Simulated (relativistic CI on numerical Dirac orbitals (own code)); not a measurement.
Nd²⁺: 4f valence photoemission

Computed with this model: Dirac-Coulomb-Breit CI, KLI orbitals optimised for each configuration, model QED (radiative potential, 1s self-energy scaled to tabulated hydrogen-like ionisation energies), valence Slater integrals scaled by 0.8, multiplet model of photoemission in the sudden approximation; configurations [Xe] 4f4 → [Xe] 4f3; 300 K; Lorentzian 0.21 eV and Gaussian 0.3 eV FWHM. Energies are those of the free ion, without screening or charge transfer. The energies are binding energies and can lie tens of eV above those of solids. S is read from ⟨S²⟩ = S(S + 1).

free ion: ground-state S = 1.98, centroid 20.13 eV. Peaks (eV, height): 19.4 (100), 20.9 (24), 21.7 (38).

Strongest unbroadened transitions for free ion:

| Energy (eV) | Relative strength |
| --- | --- |
| 19.21 | 0.3 |
| 19.35 | 100.0 |
| 19.44 | 0.4 |
| 19.58 | 24.3 |
| 19.68 | 0.1 |
| 19.82 | 1.4 |
| 20.85 | 0.2 |
| 20.86 | 0.1 |
| 20.87 | 18.3 |
| 21.00 | 5.9 |
| 21.10 | 0.4 |
| 21.48 | 2.2 |
| 21.64 | 34.2 |
| 21.69 | 0.1 |
| 21.81 | 0.4 |
| 21.82 | 9.4 |
| 22.01 | 0.7 |
| 22.02 | 0.1 |
